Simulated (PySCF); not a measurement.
# Working out the excitation energy of Br⁺

Br⁺ [Ar] 3d10 4s2 4p4 (3P) → Br⁺ [Ar] 3d10 4s1 4p5 (3P). All numbers are calculated (PySCF 2.14, a scalar-relativistic core potential, in aug-cc-pwCVDZ-PP with ECP10MDF (6s5p4d1f, 48 functions)). Frozen: nothing. Energies in hartree (1 hartree = 27.21139 eV):

```
             part  Br⁺ (lower)  Br⁺ (upper)
              UHF  -415.080580  -414.556274
MP2 opposite-spin    -0.331276    -0.370335
    MP2 same-spin    -0.167450    -0.168939
```

Problem. What does Hartree-Fock give?

Solution. (-414.556274) − (-415.080580) = 0.524306 hartree = 14.267 eV.

Problem. What do MP2 and SCS-MP2 (6/5 opposite-spin, 1/3 same-spin) give?

Solution. The opposite-spin parts differ by -1.063 eV and the same-spin parts by -0.041 eV. MP2: 14.267 + (-1.063) + (-0.041) = 13.163 eV. SCS-MP2: 14.267 + 1.2 × (-1.063) + (-0.041)/3 = 12.978 eV.

Measured between the centres of the two terms (NIST): 11.924 eV, so MP2 (valence and next inner shell) is off by 1.239 eV.

A double-zeta basis recovers only part of the correlation energy.

What remains against the reference includes basis incompleteness and correlation beyond second order.
